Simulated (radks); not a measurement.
The numbers below are computed, except where a source is named.
Task: Mean orbital radii <r> (bohr) of neutral chromium, [Ar] 3d5 4s1, of relativity; Dirac values are averaged over j with weights 2j + 1. Spin-unpolarised spherical Kohn-Sham, PBE, point nucleus unless stated (finite: rms radius 3.6452 fm), a radial shooting solver on a logarithmic mesh with Libxc functionals. A level marked "c x" has the speed of light scaled by that factor and shares open shells by 2j + 1; other Dirac levels either fill j = l - 1/2 first or share by 2j + 1.

shell       non-rel.
1s           0.06419
2s            0.2960
2p            0.2609
3s            0.9102
3p            0.9693
4s             3.479
3d             1.504
4p (empty)     5.286

Give the values at the level "Dirac, low j first".

Result: 
shell       Dirac, low j first  change of magnitude (%)
1s                     0.06355                    -0.99
2s                      0.2929                    -1.04
2p                      0.2598                    -0.44
3s                      0.9019                    -0.91
3p                      0.9661                    -0.32
4s                       3.437                    -1.19
3d                       1.520                    +1.06
4p (empty)               5.262                    -0.46
